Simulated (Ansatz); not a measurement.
Calculated with Ansatz (gas phase, PBE0-D4/def2-TZVP geometries, no zero-point term in ΔE). CCSD(T)/CBS is the MP2 limit (def2-TZVPP, def2-QZVPP) plus CCSD(T) − MP2 in def2-TZVPP, frozen cores. This one scheme is used for every species. DFT in def2-TZVPP. B3LYP here is the variant with VWN-RPA as its local correlation; programs differ in this. For Ga, Se outer-core shells are correlated without core-valence functions, which leaves a few kJ/mol of doubt a bond. Scalar relativity is left out up to krypton. One conformer a species, not always the lowest.

Reaction (formal exchange of groups at the Se–C bond): `OC(O)[SeH]` + `[CH3][GaH][F]` → `[CH3][Ga]([F])[SeH]` + `OCO`

`OC(O)[SeH]`:

Z-matrix (Å, degrees):
```
C
O 1 1.373
Se 1 2.016 2 112.5
O 1 1.373 2 105.2 3 -122.9
H 1 1.101 2 112.3 3 114.7
H 2 0.961 1 108.2 3 -50.9
H 3 1.468 1 92.4 2 -59.4
H 4 0.961 1 108.3 2 174.4
```

`[CH3][GaH][F]`:

```xyz
7

C    -0.375    0.810    0.266
Ga    0.348   -0.948   -0.168
F     1.138   -1.032   -1.746
H     0.387    1.397    0.787
H    -0.642    1.342   -0.648
H    -1.247    0.739    0.917
H     0.391   -2.308    0.593
```

`[CH3][Ga]([F])[SeH]`:

```xyz
8

C     0.639    0.628   -1.146
Ga   -0.069   -0.307    0.407
F     0.968   -1.478    1.219
Se   -2.144   -0.125    1.420
H    -0.132    1.220   -1.638
H     1.450    1.288   -0.832
H     1.047   -0.097   -1.852
H    -1.760   -1.129    2.422
```

`OCO`:

Cartesian coordinates in Å:
```
O -0.359 -1.096 0.394
C 0.409 0.012 0.029
O -0.361 1.075 -0.446
H -0.945 -0.828 1.108
H 1.108 -0.359 -0.727
H 0.970 0.419 0.877
H -0.822 0.777 -1.236
```

```csv
level,ΔE (kJ/mol),difference from CCSD(T)/CBS
PBE-D4,-153.2,14.2
r2SCAN-D4,-158.3,9.1
PBE0-D4,-162.5,4.9
ωB97X-V,-161.8,5.6
B3LYP,-163.0,4.4
HF/def2-TZVPP,-181.9,-14.5
SCS-MP2/def2-TZVPP,-167.4,0.0
CCSD(T)/def2-TZVPP,-166.4,1.0
MP2/def2-QZVPP,-168.4,-1.0
HF/CBS(def2),-180.6,-13.2
CCSD(T)/CBS,-167.4,0
```

Largest T1 diagnostic among the species: 0.013.

In def2-TZVPP, CCSD(T) changes the Hartree–Fock value by +15.5 kJ/mol (the triples alone add +3.3 kJ/mol) and MP2 by +13.6 kJ/mol. From PBE to PBE0 (25 % exact exchange), in def2-TZVPP and without D4, ΔE moves by −8.8 kJ/mol.
